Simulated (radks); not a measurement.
Values are calculated unless marked as measured or tabulated.
Question: Valence configurations of the zinc ion Zn+ (all share [Ar]). Level of theory: scalar-relativistic Kohn-Sham, PBE, spin-polarised, spherical densities, finite nucleus; open shells are filled with parallel spins first; Fermi nuclear charge, rms radius 3.9283 fm (a radial shooting solver on a logarithmic mesh with Libxc functionals). Order these by energy: 3d8.5 4s0.5 4p2; 3d9 4s2; 3d10 4s0.5 4p0.5; 3d10 4s1; 3d10 4p1; 3d9 4s1 4p1; 3d9.5 4s1.5; 3d8 4s1 4p2; 3d9.5 4s0.5 4p1; 3d8.5 4s1.5 4p1.

Answer: From the lowest, in eV above it: 3d10 4s1 0.000; 3d10 4s0.5 4p0.5 3.165; 3d9.5 4s1.5 3.550; 3d10 4p1 6.365; 3d9 4s2 8.021; 3d9.5 4s0.5 4p1 9.696; 3d9 4s1 4p1 13.871; 3d8.5 4s1.5 4p1 20.160; 3d8.5 4s0.5 4p2 26.680; 3d8 4s1 4p2 33.242. NIST lists [Ar] 3d10 4s1 as the ground configuration; this level of theory agrees among the configurations tried. The energies are those of spherical high-spin densities, not of single terms.
